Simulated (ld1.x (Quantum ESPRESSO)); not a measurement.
S (Z = 16): from the effect back to the setting (TM semilocal)

Base potential:

S, norm-conserving Troullier–Martins (semilocal form), made with ld1.x (Quantum ESPRESSO) 7.5 (PBE, non-relativistic). Core [Ne], reference 3s2 3p1 (charge +3). Waves: 3p (bound): rc 1.00 bohr; 3d channel at 0.45 Ry: rc 1.30 bohr; 3s (bound): rc 1.30 bohr. Local part: the s channel. Core correction: a·sin(br)/r model core inside 0.90 bohr.

Cutoffs, loose and tight: the cutoffs (Ry, on a coarse ladder) from which the occupation-weighted sum of valence levels, in a spherical-Bessel basis at the reference potential, stays within 10 and 1 mRy of its value at 400 Ry. They do not see the model core or the augmentation charge, which bear on the density cutoff. Test errors are all-electron minus pseudo excitation energies from the reference, over the configurations 3s2 3p4; 3s2 3p3; 3s2 3p2; 3s2 3p3.5; 3s0 3p6; 3s1 3p5; 3s2 3p0; variants that change the core or the reference have their own tests.

Only the p radius is moved:

| p radius (bohr) | bound ghosts | largest test error (meV) | median size of the test errors |
| --- | --- | --- | --- |
| 0.68 | none | +1046 | 790.7 meV |
| 0.84 | none | +279 | 192.4 meV |
| 1.02 | none | +115 | 92.4 meV |
| 1.14 | none | +99 | 80.9 meV |
| 1.5 | none | +92 | 76.0 meV |

Q: One more run gave bound ghosts: none; largest test error (meV): +92; median size of the test errors: 76.5 meV. Which value of the p radius was used?

A: 1.28 bohr. The median size of the test errors moves one way along this sweep, from 790.7 meV at 0.68 to 76.0 meV at 1.5 bohr, which places the run between 1.14 and 1.5 bohr.
